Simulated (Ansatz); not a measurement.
Basis-set series for FH₅HfN₂O (`[NH2][Hf]([NH2])([OH])[F]`). Total charge 0; spin multiplicity 1. Hf: def2 effective core potential. All single points use the PBE0-D4/def2-TZVP geometry. It is one conformer, not always the lowest.

Z-matrix (Å, degrees):
```
Hf
N 1 2.038
O 1 1.934 2 112.8
N 1 2.034 2 106.3 3 116.6
F 1 1.928 2 106.7 3 -122.3
H 2 1.010 1 125.3 3 -98.6
H 2 1.010 1 125.9 3 82.4
H 3 0.953 1 150.1 2 -8.9
H 4 1.010 1 125.3 2 -115.5
H 4 1.010 1 125.7 2 72.2
```

```
functional       basis  functions  energy (Eh)  HOMO (eV)  LUMO (eV)
   PBE0-D4  def2-TZVPP        250   -335.66417      -7.18      -0.10
   PBE0-D4  def2-QZVPP        459   -335.68168      -7.24      -0.37
   ωB97M-V  def2-TZVPP        250   -335.80953      -9.55       1.05
   ωB97M-V  def2-QZVPP        459   -335.82596      -9.62       0.51
```

(1) Give the rows for def2-SVP. (Estimate.)

## Answers

(1) Ansatz gave: 
```tsv
functional	basis	functions	energy (Eh)	HOMO (eV)	LUMO (eV)
PBE0-D4	def2-SVP	113	-335.29414	-7.02	0.07
ωB97M-V	def2-SVP	113	-335.42862	-9.38	1.30
```

Positive LUMOs are unbound and depend on the basis.
